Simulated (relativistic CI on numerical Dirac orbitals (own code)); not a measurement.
# What each ingredient does to the levels of Ca⁶⁺

Base calculation: Dirac-Coulomb-Breit CI, KLI orbitals optimised for each configuration, model QED (radiative potential, 1s self-energy scaled to tabulated hydrogen-like ionisation energies), unscaled Slater integrals.

CI space (outside the closed core [Ne]): 3s2 3p2, 3s 3p3, 3s2 3p 3d, 3p4, 3s 3p2 3d, 3p3 3d, 3s2 3p 4s, 3s 3p 3d2, 3s2 3p 4p, 3s2 3p 4d, 3s2 3p 4f, 3s 3p2 4s, 3s2 3p 5s, 3s 3p2 4p, 3s2 3d2, 3s 3d3, 3p2 3d2, 3p 3d3, 3p 3d2 4s, 3p 3d2 4p, 3p 3d2 4d. Double excitations out of closed p, d and f shells are left out; levels of such configurations are missing from the list, as are those of other unlisted configurations, and high levels can miss mixing partners. These lack a partner that the ground configuration has and come out too high: 3s 3p2 4s, 3s 3p2 4p, 3s2 3p 4f, 3s2 3p 5s.

Variants: (1) QED terms removed. Shifts of the energy above 3s2 3p2 3P_0, in cm⁻¹, for the lowest level and the first level of each name with at least 55 % of one term (blank where a level changes its place among those of its configuration and J or its character, or is not in the variant):

```
          Level    Base  Δ(1)  Measured
   3s2 3p2 3P_0       0     0         0
   3s2 3p2 3P_1    1580    -5      1625
   3s2 3p2 3P_2    4019   -10      4071
   3s2 3p2 1D_2   24150    -9     21864
   3s2 3p2 1S_0   52729    -4     48981
   3s 3p3 5S°_2  110446  +165          
   3s 3p3 3D°_1  159789  +145    160158
   3s 3p3 3D°_2  159862  +145    160220
   3s 3p3 3D°_3  160169  +144    160529
   3s 3p3 3P°_0  186298  +145          
   3s 3p3 3P°_1  186328  +144    185393
   3s 3p3 3P°_2  186338  +143    185412
   3s 3p3 3S°_1  251443  +175    245240
3s2 3p 3d 3F°_2  252183    -6          
3s2 3p 3d 3F°_3  253598   -10          
3s2 3p 3d 3F°_4  255576   -15          
   3s 3p3 1P°_1  260543  +143    252490
3s2 3p 3d 3P°_2  293029   +21    286224
3s2 3p 3d 3P°_1  294620   +11    288160
3s2 3p 3d 3P°_0  295357    +9    289004
3s2 3p 3d 3D°_1  303359   +15          
3s2 3p 3d 3D°_2  303953   +13    295772
```

At this charge configurations can still be misplaced by up to about 7 % of their energy. 21 of the 21 excited levels that our extract of the measured tables holds in this range could be paired (the sources list more); they are missed by 6332 cm⁻¹ on average and 16929 at most, and levels without a partner can miss by more.

Measured levels: Sugar and Corliss, J. Phys. Chem. Ref. Data 8, 865 (1979).

Ionisation energy from the two ground configurations alone: base 126.389 eV. The NIST ASD value (semi-empirical) is 127.21 eV.

LS names give the leading component of a level, which can be under half, so a name can repeat, a term be missing and a line seem to break the LS rules.
